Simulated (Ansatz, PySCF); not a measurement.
Sn(H)(F)(NH2)2 (FH5N2Sn), SMILES [NH2][SnH]([NH2])[F]. Atoms are numbered in the order given.

```xyz
9

Sn     0.0458     0.0914    -0.2228
N     -1.6350    -1.0559    -0.2458
N      1.5714    -1.0900     0.4231
F     -0.1448     1.5477     1.0824
H      0.3383     0.8505    -1.7249
H     -2.3995    -0.6349    -0.7742
H     -1.9871    -1.2623     0.6897
H      1.2329    -1.8547     1.0084
H      2.2726    -0.5770     0.9585
```
Charge 0, spin multiplicity 1.

The structure is a stationary point at B3LYP-D3(BJ)/def2-SVP. The def2 effective core potentials stand for the cores of Sn; spin–orbit coupling is left out. The values are those of a single conformer.

Vertical ionisation energy (IE) and electron affinity (EA) in eV. Rows of orbital energies are one-electron estimates. Where ΔSCF, EOM or ADC give a negative EA the extra electron is unbound and the value depends on the basis.

```csv
level,IE,EA
"−ε(HOMO), −ε(LUMO), PBE0/def2-TZVP (PySCF)",7.71,0.71
"−ε(HOMO), −ε(LUMO), PBE/def2-TZVP (PySCF)",6.24,1.66
"ΔSCF, CAM-B3LYP/def2-SVPD (Ansatz), final states of multiplicity 2 and 2",10.13,-0.80
"ΔSCF, PBE/def2-SVPD (Ansatz), final states of multiplicity 2 and 2",9.40,-0.57
```

Task: What vertical singlet–triplet gap does ΔSCF give with CAM-B3LYP/def2-SVPD (Ansatz, a program for electronic structure) and with PBE/def2-SVPD (Ansatz)? (Estimate from the structure and the level; the computed values follow.)

Result: 5.46 and 4.69 eV (triplet above singlet where positive).
